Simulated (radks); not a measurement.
Valence configurations of Ga I (all share [Ar]). All-electron calculation, scalar-relativistic Kohn-Sham, r2SCAN, spin-polarised, spherical densities, finite nucleus; open shells are filled with parallel spins first; meta-GGA in the generalised Kohn-Sham scheme; Fermi nuclear charge, rms radius 3.9973 fm. Program: a radial shooting solver on a logarithmic mesh with Libxc functionals. Energies are relative to 3d10 4s2 4p1; eigenvalues in eV for spin up.

[
 {"valence": "3d10 4s2 4p1", "E (eV)": "0.000", "moment (Bohr magnetons)": "1", "e(3d)": "-19.637", "e(4p)": "-2.960", "e(4s)": "-9.616"},
 {"valence": "3d10 4s1.5 4p1.5", "E (eV)": "2.590", "moment (Bohr magnetons)": "2", "e(3d)": "-20.434", "e(4p)": "-3.637", "e(4s)": "-10.563"},
 {"valence": "3d10 4s1 4p2", "E (eV)": "4.504", "moment (Bohr magnetons)": "3", "e(3d)": "-21.064", "e(4p)": "-4.158", "e(4s)": "-11.314"},
 {"valence": "3d9.5 4s2 4p1.5", "E (eV)": "9.065", "moment (Bohr magnetons)": "2", "e(3d)": "-24.397", "e(4p)": "-3.834", "e(4s)": "-11.093"},
 {"valence": "3d10 4p3", "E (eV)": "11.680", "moment (Bohr magnetons)": "3", "e(3d)": "-22.833", "e(4p)": "-4.851", "e(4s)": "-"},
 {"valence": "3d9 4s2 4p2", "E (eV)": "19.677", "moment (Bohr magnetons)": "3", "e(3d)": "-29.291", "e(4p)": "-4.664", "e(4s)": "-12.501"},
 {"valence": "3d8 4s2 4p3", "E (eV)": "45.737", "moment (Bohr magnetons)": "5", "e(3d)": "-39.509", "e(4p)": "-6.249", "e(4s)": "-15.168"},
 {"valence": "3d8 4s1.5 4p3.5", "E (eV)": "50.006", "moment (Bohr magnetons)": "5", "e(3d)": "-40.406", "e(4p)": "-6.665", "e(4s)": "-15.781"}
]

NIST lists [Ar] 3d10 4s2 4p1 as the ground configuration; this level of theory agrees among the configurations tried. The energies are those of spherical high-spin densities, not of single terms.
